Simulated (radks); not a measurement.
Problem. Cd II, 47 electrons, occupied as [Kr] 4d10 5s1. All-electron calculation, scalar-relativistic Kohn-Sham, exchange-only B88, spin-polarised, spherical densities, finite nucleus; open shells are filled with parallel spins first (spin-orbit coupling, left out, can overturn this in heavy ions); Fermi nuclear charge, rms radius 4.6087 fm. Program: a radial shooting solver on a logarithmic mesh with Libxc functionals. Some entries of the table are withheld. Estimate them.

orbital,occ.,eigenvalue (eV),r(max) (bohr)
1s up,1,-26536.48,0.01968
1s down,1,-26536.45,0.01968
2s down,1,-3946.162,0.1112
2s up,1,-3946.159,0.1112
2p up,3,-3542.105,0.08897
2p down,3,-3542.104,0.08897
3s up,1,-741.4061,0.3239
3s down,1,-741.3884,0.3239
3p up,3,-608.8649,0.3171
3p down,3,-608.8478,0.3171
3d up,5,-401.2857,0.2657
3d down,5,-401.2763,0.2657
4s up,1,-113.5350,0.7951
4s down,1,-113.5296,0.7952
4p up,3,-74.6154,0.8450
4p down,3,-74.5833,0.8451
4d up,5,(1),0.9816
4d down,5,(2),0.9793
5s up,1,-12.9261,2.262
5s down,0,-11.6080,2.232
5p up,0,-7.3473,2.870

Solution. 
(1) 4d up eigenvalue (eV): -19.4814
(2) 4d down eigenvalue (eV): -19.2034
